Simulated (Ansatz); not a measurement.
C5H8O2 (acetylacetone (keto form)): the vertical ionisation energy, rung by rung

The species is C5H8O2 (15 atoms), meant as a singlet with charge 0. As SMILES, `CC(=O)CC(C)=O`. The shape is that of a PBE0-D4/def2-TZVP optimisation. This is one conformer, not always the lowest.

```csv
atom,x (Å),y (Å),z (Å)
C,-1.2468,1.4050,-1.1974
C,-0.0470,0.5117,-1.1132
O,1.0383,0.8182,-1.5368
C,-0.2573,-0.8170,-0.3987
C,0.0254,-0.5799,1.0792
C,1.4483,-0.7653,1.5099
O,-0.8515,-0.2241,1.8247
H,-0.9642,2.3870,-1.5716
H,-1.9861,0.9542,-1.8666
H,-1.7190,1.4837,-0.2141
H,-1.2889,-1.1545,-0.4980
H,0.4395,-1.5428,-0.8177
H,1.5848,-0.4169,2.5317
H,2.1146,-0.2336,0.8246
H,1.7100,-1.8258,1.4440
```

Each level gives the vertical ionisation energy (to the doublet cation) (eV). The values are calculated.

| level | kind | program | value (eV) | less CCSD(T)/6-31G* | CPU time (all runs) |
| --- | --- | --- | --- | --- | --- |
| HF/6-31G* (spherical functions) | Hartree–Fock | Ansatz | 8.62 | -0.74 | 50 s |
| SVWN5/6-31G* (spherical functions) | LDA | Ansatz | 8.78 | -0.58 | 26 s |
| PBE/6-31G* (spherical functions) | GGA | Ansatz | 8.59 | -0.77 | 46 s |
| revPBE/6-31G* (spherical functions) | GGA | Ansatz | 8.53 | -0.83 | 54 s |
| r2SCAN/6-31G* (spherical functions) | meta-GGA | Ansatz | 8.83 | -0.53 | 100 s |
| B3LYP/6-31G* (spherical functions) | global hybrid | Ansatz | 9.10 | -0.26 | 55 s |
| B3LYP/6-31G* (Cartesian functions) | global hybrid | Ansatz | 9.11 | -0.25 | 53 s |
| CCSD(T)/6-31G* (spherical functions) | coupled cluster or CI | Ansatz | 9.36 | 0.00 | 9.4 min |

CCSD(T)/6-31G* (spherical functions) is the highest level here, not the true value. The values span 8.53 to 9.36 eV. Times are those of the runs behind each value, whatever else they computed, on shared processors of several kinds: orders of magnitude only.
